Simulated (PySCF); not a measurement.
## Assigning NMR signals

Geometry:
| atom | x (Å) | y (Å) | z (Å) |
| --- | --- | --- | --- |
| N1 | 3.560 | 0.627 | 0.035 |
| C2 | 2.431 | 0.429 | 0.024 |
| C3 | 1.038 | 0.184 | 0.010 |
| C4 | 0.143 | 1.250 | 0.101 |
| C5 | -1.216 | 1.002 | 0.086 |
| C6 | -1.687 | -0.297 | -0.021 |
| C7 | -0.797 | -1.357 | -0.111 |
| C8 | 0.564 | -1.125 | -0.094 |
| H9 | 0.521 | 2.259 | 0.182 |
| H10 | -1.911 | 1.825 | 0.158 |
| H11 | -2.750 | -0.485 | -0.034 |
| H12 | -1.167 | -2.369 | -0.193 |
| H13 | 1.266 | -1.943 | -0.161 |

Calculated, not measured (PySCF 2.14.0 with density-fitted response routines): GFN2-xTB structure, σ from GIAO-PBE0/pcSseg-1, J: B3LYP/pcJ-1 (spin–dipole term only in couplings to heteroatoms). Fast rotation and ring inversion assumed for equivalent nuclei, non-relativistic, no solvent model, one conformer.

Shifts are taken against calculated references (same method and geometry level): 13C (σ = 186.93 ppm), 1H (σ = 31.72 ppm) vs TMS.

Task: Assign these signals to the numbered atoms. 13C{1H} NMR (computed): δ 140.0 (CH), 137.7 (CH), 134.5 (CH), 124.5 (C), 117.8 (C).

Result: 
```tsv
δ (ppm)	atoms	environment	reason
140.0	C4/C8	aromatic CH	the aromatic region
137.7	C6	aromatic CH	–
134.5	C5/C7	aromatic CH	–
124.5	C2	nitrile carbon	C≡N carbons fall here, among the sp2 signals but without a proton
117.8	C3	substituted aromatic carbon	–
```

Task: Assign these signals to the numbered atoms. 1H NMR (600 MHz, computed): δ 8.00 (m, 2H), 7.84 (m, 1H), 7.78 (m, 2H).

Result: 
8.00 → H9/H13, hydrogen on an aromatic CH: it sits in the deshielding region of the aromatic ring current
7.84 → H11, hydrogen on an aromatic CH
7.78 → H10/H12, hydrogen on an aromatic CH

H11 and H10/H12 lie closer than the usual error of such a calculation, so a measured spectrum could show them in the other order.

Splittings below 1 Hz are ignored in the labels, and close J values are merged. Couplings among chemically equivalent protons are left out too, so labels in AA′BB′ or AA′XX′ sets are apparent multiplicities. Unscaled 3J(H,H) at this level run about 10 % above measured values. Shifts are as computed. Against solution values, carbons near 30 ppm lie about +3 ppm off and those near 130 ppm about +5 ppm. Of 1211 compounds with measured shifts, 218 miss one by over three times the rms of a fit or turn the order of signals round; such compounds aren't used in these exercises.
